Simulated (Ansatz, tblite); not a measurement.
Spin states of the cluster VO₃ (the lowest doublet isomer of a short search), each relaxed with PBE0-D4/def2-TZVP in Ansatz. Electronic energies in the gas phase.

The xTB rows come from tblite. B3LYP takes the VWN-RPA correlation. Correlated methods freeze 8 core orbitals; core or outer-core shells of V are correlated, in sets that lack core-valence functions. The structure holds one bond between oxygen atoms, so isomers without such links may lie far lower. The structure comes from a short search, and lower isomers may exist.

Doublet geometry (Cs within 0.1 Å):

```xyz
4

V     0.516    0.304    0.214
O    -0.323   -0.274   -1.257
O     0.951   -0.558    1.458
O    -1.144    0.529   -0.415
```

Quartet geometry (Cs within 0.1 Å):

| atom | x (Å) | y (Å) | z (Å) |
| --- | --- | --- | --- |
| V1 | -0.3991 | -0.2207 | -0.3579 |
| O2 | 0.7052 | 1.1515 | 0.6632 |
| O3 | -1.6941 | -0.9635 | -0.8891 |
| O4 | 1.3879 | 0.0327 | 0.5837 |

Run but left out: HF/STO-3G (doublet: a determinant that CCSD turns far, T1 0.071); HF/def2-TZVP, MP2/def2-TZVP (doublet: ⟨S²⟩ 1.21, where a pure state has 0.75); HF/def2-TZVPP, MP2/def2-TZVPP, CCSD/def2-TZVPP, CCSD(T)/def2-TZVPP (flagged by the program: large difference).

Only these spin states were relaxed. Higher spins weren't run and may lie lower.

Q: Estimate which spin state lies lowest at each of these levels, and by how much: GFN1-xTB; GFN2-xTB; LDA (SPW92)/def2-TZVP; PBE-D4/def2-TZVP; BLYP-D4/def2-TZVP; r2SCAN-D4/def2-TZVP; B97M-V/def2-TZVP; B3LYP-D4/def2-TZVP; PBE0-D4/def2-TZVP; B2PLYP/def2-TZVP; RPA@PBE/def2-TZVP.

A: 
| level | quartet − doublet (kcal/mol) | lowest of these |
| --- | --- | --- |
| GFN1-xTB | 44.1 | doublet |
| GFN2-xTB | 47.0 | doublet |
| LDA (SPW92)/def2-TZVP | 39.8 | doublet |
| PBE-D4/def2-TZVP | 33.0 | doublet |
| BLYP-D4/def2-TZVP | 32.3 | doublet |
| r2SCAN-D4/def2-TZVP | 29.7 | doublet |
| B97M-V/def2-TZVP | 29.5 | doublet |
| B3LYP-D4/def2-TZVP | 20.9 | doublet |
| PBE0-D4/def2-TZVP | 18.0 | doublet |
| B2PLYP/def2-TZVP | 29.2 | doublet |
| RPA@PBE/def2-TZVP | 26.1 | doublet |

Change of the quartet − doublet gap on mixing in exact exchange, in kcal/mol: PBE to PBE0 (25 % exact exchange) -14.9; BLYP to B3LYP (20 % exact exchange) -11.4. The xTB methods have no spin-polarisation term.

| state | donor atoms | mean metal–ligand distance (Å) | range (Å) | Mulliken spin on the metal (PBE0) |
| --- | --- | --- | --- | --- |
| doublet | 3 | 1.718 | 1.58–1.79 | 1.24 |
| quartet | 3 | 1.885 | 1.58–2.04 | 2.29 |

⟨S²⟩ at PBE0-D4/def2-TZVP: doublet 0.77 (pure 0.75), quartet 3.80 (pure 3.75).
